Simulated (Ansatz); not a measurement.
Mulliken charges of `F[Si]1(Cl)C[SiH2]1` from B3LYP/def2-TZVPP in Ansatz (PBE0-D4/def2-TZVP geometry).

| atom | x (Å) | y (Å) | z (Å) | charge (e) |
| --- | --- | --- | --- | --- |
| F1 | -2.434 | 0.239 | 0.367 | -0.299 |
| Si2 | -0.904 | 0.011 | 0.736 | 0.604 |
| Cl3 | -0.697 | 0.175 | 2.755 | -0.214 |
| C4 | 0.348 | 0.879 | -0.312 | -0.369 |
| Si5 | 0.571 | -1.032 | -0.573 | 0.133 |
| H6 | 1.164 | 1.422 | 0.162 | 0.114 |
| H7 | -0.021 | 1.409 | -1.190 | 0.117 |
| H8 | 0.245 | -1.525 | -1.932 | -0.043 |
| H9 | 1.816 | -1.624 | -0.031 | -0.043 |

Q: By hand: the dipole of these point charges (1 e Å = 4.8032 D).

A: Σ q r = (0.320, -0.102, -0.252) e Å, of length 0.420 e Å = 2.02 D.

Q: How does the dipole of the full density compare? (Estimate.)

A: The calculation gave: (0.303, -0.008, -0.222) e Å, 1.80 D; the point charges give 1.12 times that, at 13° from its direction.

Point charges leave out the atoms' own dipoles, such as those of lone pairs, and Mulliken's split depends on the basis, so the close match here is no proof of good charges.

B3LYP here is the variant with VWN-RPA as its local correlation; programs differ in this.
